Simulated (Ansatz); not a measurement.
Basis-set extrapolation for C$_{2}$H$_{7}$BSi (`CC1B[SiH2]1`) (PBE0-D4/def2-TZVP geometry, frozen core, Ansatz). Multiplicity 1, RHF reference.

```tsv
	def2-TZVPP	def2-QZVPP
HF	-393.388648	-393.402279
MP2 correlation	-0.574227	-0.610538
CCSD(T) correlation	-0.649112	not run
```

Energies in hartree. Use E(X) = E(∞) + A·exp(−7.88·√X) for Hartree–Fock and E(X) = E(∞) + B·X^(−2.97) for correlation, with X = 3 and 4, and add CCSD(T) minus MP2 of the smaller set to the MP2 limit.

Q: What is the CCSD(T) energy at the basis-set limit?

A: HF limit: -393.402279 + (-0.013631) × 0.13774 = -393.40416. MP2 limit: -0.610538 + (-0.036311) × 0.74074 = -0.63744. Higher-order term: -0.649112 − (-0.574227) = -0.07488. Total: -394.11648 hartree, 49.4 kcal/mol below CCSD(T)/def2-TZVPP.
